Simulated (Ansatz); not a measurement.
A structure relaxed at PBE-D4/def2-SVP in Ansatz, charge 1, singlet:

```xyz
6

Ag   -1.648    1.402   -0.478
Ge    1.384    0.879   -0.442
Ge   -0.358   -0.467   -1.768
Ge    1.614   -1.383    0.472
Ge   -0.159    0.918    1.613
Ge   -0.833   -1.350    0.602
```

Problem. Give its formula and point group.

Solution. the cluster AgGe5⁺. Point group C2v (tolerance 0.1 Å).

Problem. Summarise the bond lengths by kind (pairs closer than 1.2 times the sum of covalent radii, bridged metal pairs left out).

Solution. 6 × Ge–Ge 2.45 to 2.57 Å; 4 × Ag–Ge 2.61 to 3.08 Å. The metal has 4 neighbours: Ge 3.08 Å, Ge 2.61 Å, Ge 2.61 Å, Ge 3.07 Å.

In the def2 sets Ag takes a core potential; there is no spin–orbit coupling. The restricted singlet is unstable towards broken spin symmetry in Hartree–Fock (as tested in another run); at PBE-D4/def2-SVP this wasn't settled. The structure comes from a short search, and lower isomers may exist.
